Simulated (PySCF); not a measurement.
Species: H6OSeSi2.
Atom-mapped SMILES: `[SiH3:1][O:2][SiH2:3][SeH:4]` (hydrogens: H5, H6, H7 on Si1; H8, H9 on Si3; H10 on Se4)

Method: PySCF 2.14.0, PBE0-D3(BJ)/def2-SVP geometry optimisation, gas phase; density fitting, grid level 1; the optimiser is geomeTRIC in internal coordinates, started from a GFN2-xTB structure with every atom displaced at random (about 0.01 Å).

Step 0: E = -83220.9134 eV
```
atom  x, y, z in Å  |  force x, y, z in eV/Å
Si1    -1.6248   -0.5450   -0.3057   -0.762   0.751  -0.361
O2     -0.4440    0.5067    0.0548   -0.435   0.373  -0.141
Si3     1.0036    0.9441    0.5594    1.623  -0.233   0.222
Se4     2.5434   -0.7471    0.2016    0.216   0.215   0.972
H5     -2.6343    0.3382   -0.9567   -0.305  -0.355  -0.073
H6     -2.1028   -1.1099    0.9404   -0.451  -0.542   0.575
H7     -1.0858   -1.5250   -1.2216    0.138  -0.795  -0.559
H8      1.3925    2.1069   -0.2479    0.142   0.455   0.024
H9      0.9976    1.1443    2.0276    0.170   0.196   0.119
H10     2.0050   -1.1344   -1.0725   -0.337  -0.066  -0.778
```

Step 1: E = -83221.1407 eV
```
atom  x, y, z in Å  |  force x, y, z in eV/Å
Si1    -1.6468   -0.5233   -0.3217    0.111   0.117   0.001
O2     -0.4321    0.5516    0.0414   -0.135   0.062  -0.030
Si3     1.0765    0.9592    0.5628    0.024  -0.189  -0.010
Se4     2.5279   -0.7867    0.2514   -0.188  -0.066  -0.153
H5     -2.7593    0.2138   -0.9897    0.059   0.013   0.024
H6     -2.1604   -1.1616    0.9216   -0.004  -0.042   0.043
H7     -1.1245   -1.5651   -1.2524    0.005  -0.049  -0.002
H8      1.5022    2.1734   -0.1812   -0.022   0.016  -0.030
H9      1.1050    1.2089    2.0320    0.006   0.029  -0.011
H10     1.9620   -1.0915   -1.0848    0.144   0.108   0.169
```

Task: Estimate the geometry and energy of step 2. (The exact step hangs on the optimiser's Hessian estimate; all steps are aligned on step 1, rigid shifts and turns removed.)

Result: E = -83221.1548 eV, largest force 0.143 eV/Å
```
atom  x, y, z in Å  |  force x, y, z in eV/Å
Si1    -1.6502   -0.5212   -0.3161    0.060  -0.014   0.025
O2     -0.4402    0.5575    0.0353   -0.093   0.103  -0.036
Si3     1.0709    0.9463    0.5593    0.044  -0.092   0.021
Se4     2.5021   -0.8116    0.2573   -0.070  -0.021   0.059
H5     -2.7526    0.2157   -0.9943    0.004   0.012  -0.001
H6     -2.1669   -1.1460    0.9363    0.002  -0.014   0.000
H7     -1.1287   -1.5815   -1.2294   -0.007  -0.014   0.011
H8      1.5090    2.1579   -0.1843   -0.014  -0.012  -0.025
H9      1.0913    1.2011    2.0274    0.022   0.011  -0.001
H10     2.0156   -1.0392   -1.1121    0.052   0.041  -0.053
```

The energy changes by -0.0140 eV. The first-order estimate −F·Δx gives -0.0187 eV and the mean of the old and new forces, exact on a quadratic surface, -0.0151 eV. The step makes an angle of 67° with the force vector and moves no atom by more than 0.080 Å.

What follows is the cost of the whole optimisation. Hardware: Arm Neoverse V1, one thread, no GPU, shared host. Cost: 56 s wall, 0.46 GiB resident at most.
